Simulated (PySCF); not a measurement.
PySCF input for C3H7ClSi, SMILES [SiH2](C)/C=C/Cl, ωB97X-D3(BJ)/def2-SVP. 

```python
import numpy as np
from pyscf import gto, scf, dft
import os
os.environ['JAX_PLATFORMS'] = 'cpu'
from ase import Atoms, units
from ase.calculators.calculator import Calculator, all_changes
from sella import Sella

mol = gto.M(
    atom='''
    C    -2.82303792    0.41620129   -0.76639993
    Si   -1.39202463   -0.83156628   -0.81774137
    C    -0.05207759   -0.24026735    0.36955983
    C     1.16337490    0.10453848   -0.01129152
    Cl    2.38892496    0.65371524    1.07743222
    H    -3.22465492    0.51809248    0.23809956
    H    -3.63701256    0.10537712   -1.41442506
    H    -2.50045786    1.40155903   -1.09184380
    H    -0.83914034   -0.92707308   -2.17234139
    H    -1.85663057   -2.14919660   -0.36548572
    H    -0.29801050   -0.17689011    1.42127731
    H     1.50297098    0.07406522   -1.03445979
    ''',
    basis='def2-SVP',
    charge=0,
    spin=0,
    max_memory=1600,
    verbose=3,
)
mf = dft.RKS(mol, xc='wb97x-d3bj').density_fit(auxbasis='def2-universal-jkfit')
mf.grids.level = 3
mf.conv_tol = 1e-9
mf.max_cycle = 100
mf.kernel()
grad = mf.nuc_grad_method()
grad.grid_response = mol.nao <= 150
scan = grad.as_scanner()
scan.verbose = scan.base.verbose = 0
class SCF(Calculator):
    implemented_properties = ['energy', 'forces']
    def calculate(self, atoms=None, properties=None, system_changes=all_changes):
        super().calculate(atoms, properties, system_changes)
        e, g = scan(mol.set_geom_(self.atoms.positions, unit='Angstrom', inplace=False))
        assert scan.converged
        self.results = {'energy': float(e) * units.Hartree, 'forces': -np.asarray(g) * units.Hartree / units.Bohr}
atoms = Atoms(mol.elements, mol.atom_coords(unit='Angstrom'), calculator=SCF())
conv = Sella(atoms, order=0, internal=True, allow_fragments=True).run(fmax=0.002, steps=150)
mol_eq = mol.set_geom_(atoms.positions, unit='Angstrom', inplace=False)
print(mol_eq.tostring(format='xyz'))
mf.reset(mol_eq)
mf.verbose = 3
mf.kernel()
```

Program output:

```
converged SCF energy = -867.98536836376
     Step          Energy         fmax         cmax       rtrust          rho
Sella   0   -23619.084922       1.1209       0.0000       0.1000       1.0000
Sella   1   -23619.133348       1.1209       0.0000       0.1000       1.0883
Sella   2   -23619.138919       0.4918       0.0000       0.1000       1.4062
Sella   3   -23619.141244       0.1584       0.0000       0.1000       1.2269
Sella   4   -23619.141909       0.0736       0.0000       0.1000       1.4493
Sella   5   -23619.142313       0.0952       0.0000       0.1000       1.1858
Sella   6   -23619.142376       0.0458       0.0000       0.1000       1.2997
Sella   7   -23619.142395       0.0129       0.0000       0.1000       1.2133
Sella   8   -23619.142398       0.0053       0.0000       0.1000       1.1882
Sella   9   -23619.142398       0.0030       0.0000       0.1000       1.1833
12
XYZ from PySCF
C          -2.84718196        0.40638787       -0.77466119
Si         -1.39550412       -0.78651765       -0.78231599
C          -0.06004530       -0.22157667        0.40564913
C           1.16867940        0.08165777       -0.01577992
Cl          2.44059274        0.62322194        1.03050462
H          -3.29140446        0.47372473        0.23139893
H          -3.63345688        0.07547577       -1.47170722
H          -2.52254246        1.41561789       -1.07331477
H          -0.77971218       -0.86419665       -2.14173796
H          -1.86491989       -2.15074843       -0.39264298
H          -0.26999155       -0.12009474        1.47794268
H           1.48771061        0.01560362       -1.06095499
converged SCF energy = -867.98748057946
```

Self-consistency was reached.
